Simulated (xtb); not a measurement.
F3HSSn, SMILES [F][Sn]([F])([F])[SH]. All values are semi-empirical tight-binding results from xtb (GFN2-xTB unless named), good for trends rather than for accurate numbers. Geometry: GFN2-xTB. The structure was generated by enumeration; whether it is a known compound was not checked. Other conformers were not sampled.

Optimised geometry:

Bond lengths (Å): F1–Sn2 1.977, Sn2–F3 1.991, Sn2–F4 1.978, Sn2–S5 2.393, S5–H6 1.338. Angles (°): F1–Sn2–F3 106.1, F1–Sn2–F4 102.8, F1–Sn2–S5 115.8, F3–Sn2–F4 107.1, F3–Sn2–S5 107.6, F4–Sn2–S5 116.7, Sn2–S5–H6 92.1.
Charge 0, spin multiplicity 1.

For metal compounds this method's bond lengths and energies can be far off.

```yaml
orbital_gap: 1.62 eV
zero_point_energy: 7.1 kcal/mol
G − E(el) at 298.15 K (modified RRHO): -15.6 kcal/mol
```

Computed atomic charges and the Wiberg bond orders between heavy atoms:
charges (e) F1 -0.25, Sn2 0.61, F3 -0.27, F4 -0.24, S5 -0.06, H6 0.20. Bond orders F1–Sn2 0.78, Sn2–F3 0.77, Sn2–F4 0.78, Sn2–S5 0.62.
